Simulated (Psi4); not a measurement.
Psi4 was given this input:
```
memory 2 GB

molecule mol {
1 2
Ge    0.000000    0.000000    0.000000
}

set {
  basis aug-cc-pvdz
  reference uks
}

energy('r2scan')
print_variables()
```

Give the total energy at the level R2SCAN/aug-cc-pVDZ run with Psi4 1.11.

-2076.5774 Eh

Predict the number of basis functions from R2SCAN/aug-cc-pVDZ.

36

Predict the <S^2> from R2SCAN/aug-cc-pVDZ.

0.755

These values belong to the state on which the SCF converged, which isn't shown to be the lowest.
